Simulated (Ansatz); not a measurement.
Species: H2GeS, SMILES `[S]=[GeH2]` (charge 0, multiplicity 1).

Task: Give a relaxed geometry from Ansatz (a first-principles code) with r2SCAN-D4/def2-TZVP.

Result: the end point of this relaxation (outside a Z-matrix the atoms follow the SMILES, hydrogens last).
Bonds (Å): S1–Ge2 2.023, Ge2–H3 1.538, Ge2–H4 1.538. Angles (°): S1–Ge2–H3 124.4, S1–Ge2–H4 124.4, H3–Ge2–H4 111.2.
